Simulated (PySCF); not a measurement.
CF3C(O)Cl, C2ClF3O.
SMILES: `O=C(Cl)C(F)(F)F`

Method: PBE0-D3(BJ)/def2-SVP geometry optimisation, gas phase (PySCF).

Take the most abundant isotopes and a rigid rotor. 

Give the principal moments of inertia and the rotational constants in MHz.

Ia = 149.73, Ib = 280.19, Ic = 341.58 u·Å²; 505379 MHz·u·Å²/I gives A = 3375, B = 1804, C = 1480 MHz.

Classify the top.

An asymmetric top. Ray's parameter κ = (2B − A − C)/(A − C) = -0.658; −1 is the prolate and +1 the oblate limit.

Is it planar, by Δ = Ic − Ia − Ib?

Not planar: Δ = Ic − Ia − Ib = -88.34 u·Å². For a rigid frame Δ = −2 Σ m c², so Σ m c² = 44.17 u·Å² lies off the ab plane. The atom farthest from that plane is 1.15 Å away.

Give the other two planar moments, Paa and Pbb, and the rms extents of the mass along the axes.

Paa = Σ m a² = (Ib + Ic − Ia)/2 = 236.02 and Pbb = Σ m b² = (Ia + Ic − Ib)/2 = 105.56 u·Å². With the mass M = 131.96 u, the rms extents √(P/M) along a, b and c are 1.34, 0.89, 0.58 Å.

Give the coordinates in the principal-axis frame, origin at the centre of mass.

The sense of each axis is arbitrary; atoms in the order of the calculation.
```
atom  mass (u)   a (Å)   b (Å)   c (Å)
  O1    15.995   0.560   1.827   0.005
  C2    12.000   0.490   0.651   0.010
 Cl3    34.969   1.870  -0.424   0.002
  C4    12.000  -0.843  -0.133   0.003
  F5    18.998  -0.872  -1.011   0.994
  F6    18.998  -0.968  -0.782  -1.148
  F7    18.998  -1.851   0.708   0.138
```

Where do the levels up to J = 3 lie, in MHz?

Above 0(0,0):
J = 1: 1(0,1) 3283, 1(1,1) 4855, 1(1,0) 5179
J = 2: 2(0,2) 9805, 2(1,2) 11097, 2(1,1) 12070, 2(2,1) 16785, 2(2,0) 16830
J = 3: 3(0,3) 19479, 3(1,3) 20434, 3(1,2) 22375, 3(2,2) 26635, 3(2,1) 26855, 3(3,1) 35330, 3(3,0) 35334
The levels of one J sum to (2J + 1)J(J + 1)(A + B + C)/3.

Predict some low-J microwave lines.

The dipole components are |μa| = 0.19 D, |μb| = 0.75 D, |μc| = 0.04 D. The squared components, which scale the intensities, stand as 0.06 : 1.00 : 0.00 (a : b : c). Some lines, for components of 0.1 D or more:

```
type  branch         J(Ka,Kc)    MHz  lower level (cm⁻¹)
   a       Q  1(1,0) ← 1(1,1)    324               0.162
   a       Q  4(2,2) ← 4(2,3)    627               1.325
   b       Q  1(1,0) ← 1(0,1)   1896               0.110
   b       Q  2(1,1) ← 2(0,2)   2265               0.327
   a       Q  4(1,3) ← 4(1,4)   3214               1.095
   b       Q  4(1,3) ← 4(0,4)   3848               1.074
   b       Q  4(2,2) ← 4(1,3)   4306               1.203
   b       Q  3(2,1) ← 3(1,2)   4480               0.746
   b       R  4(2,2) ← 3(3,1)   5030               1.178
   b       R  3(1,2) ← 2(2,1)   5591               0.560
   b       Q  2(2,1) ← 2(1,2)   5687               0.370
   a       R  2(0,2) ← 1(0,1)   6521               0.110
   b       R  2(1,2) ← 1(0,1)   7814               0.110
   b       R  3(0,3) ← 2(1,2)   8382               0.370
   b       Q  3(3,0) ← 3(2,1)   8479               0.896
   b       Q  4(3,2) ← 4(2,3)   8810               1.325
   b       R  4(1,3) ← 3(2,2)   9419               0.888
   a       R  3(2,2) ← 2(2,1)   9850               0.560
   a       R  3(2,1) ← 2(2,0)  10025               0.561
   a       R  3(1,2) ← 2(1,1)  10306               0.403
   b       Q  4(4,1) ← 4(3,2)  12065               1.619
   a       R  4(0,4) ← 3(0,3)  12726               0.650
   a       R  4(2,3) ← 3(2,2)  13098               0.888
   a       R  4(2,2) ← 3(2,1)  13505               0.896
   b       R  3(3,0) ← 2(2,1)  18549               0.560
   b       R  4(3,1) ← 3(2,2)  21935               0.888
```

Stationary, but not proved a minimum. No vibrational averaging or centrifugal distortion is included, and the geometry carries the error of its method. Quadrupole hyperfine structure (35Cl) is left out.

Hardware: one thread, Arm Neoverse V1 (aarch64), shared host. Cost: 26 s of wall time, 0.41 GiB resident at most. That covers the optimisation of the geometry.

The values belong to the conformer `[O:1]=[C:2]([Cl:3])[C:4]([F:5])([F:6])[F:7]`: O1–C2–C4–F5 -127°.
